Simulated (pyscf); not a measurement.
# HO–SiH₂–OH (SMILES O[SiH2]O), singlet

Gas-phase minimum from PySCF at ωB97X-D3(BJ)/def2-SVP, one conformer. 

```xyz
7

O     -0.2889     1.1915     0.5136
Si    -0.0673    -0.4050     0.1025
O     -0.7805    -0.8065    -1.3457
H      0.1409     1.8466    -0.0460
H      1.3708    -0.7193    -0.0958
H     -0.6675    -1.1623     1.2307
H     -1.7425    -0.7833    -1.3770
```

Bond lengths (Å): O1–Si2 1.663, O1–H4 0.963, Si2–O3 1.663, Si2–H5 1.485, Si2–H6 1.485, O3–H7 0.963. Angles (°): Si2–O1–H4 116.7, O1–Si2–O3 112.9, O1–Si2–H5 111.4, O1–Si2–H6 104.3, O3–Si2–H5 104.3, O3–Si2–H6 111.4, H5–Si2–H6 112.6, Si2–O3–H7 116.8.

Properties at ωB97X-D3(BJ)/def2-SVP:

```yaml
harmonic_wavenumbers_unscaled: 242, 296, 375, 620, 750, 832, 870, 881, 929, 973, 994, 2287, 2290, 3931, 3933 cm⁻¹
zero_point_energy: 28.9 kcal/mol
rotational_symmetry_number: 2
Entropy of this conformer at 298 K and 1 atm, rigid rotor and harmonic oscillator, modes under 100 cm⁻¹ raised to 100: 276.5 J/(mol K)
dipole_moment: 1.02 D
```

Single-point totals, which compare only within one level (frozen core for MP2 and CC):

```json
[
 {"level": "ωB97X-D3(BJ)/def2-TZVP", "total energy (hartree)": "-442.56764"},
 {"level": "PBE/def2-TZVP", "total energy (hartree)": "-442.20010"},
 {"level": "r²SCAN/def2-TZVP", "total energy (hartree)": "-442.41622"},
 {"level": "B3LYP-D3(BJ)/def2-TZVP", "total energy (hartree)": "-442.54979"},
 {"level": "PBE0-D3(BJ)/def2-TZVP", "total energy (hartree)": "-442.23345"},
 {"level": "M06-2X/def2-TZVP", "total energy (hartree)": "-442.43883"},
 {"level": "ωB97M-D3(BJ)/def2-TZVP", "total energy (hartree)": "-442.59129"},
 {"level": "HF/def2-TZVPP", "total energy (hartree)": "-441.17109"},
 {"level": "MP2/def2-TZVPP", "total energy (hartree)": "-441.78251"},
 {"level": "CCSD/def2-TZVPP", "total energy (hartree)": "-441.80175"},
 {"level": "CCSD(T)/def2-TZVPP", "total energy (hartree)": "-441.82260"}
]
```

The CCSD(T) − MP2 part came from Ansatz, without density fitting, on the same reference.
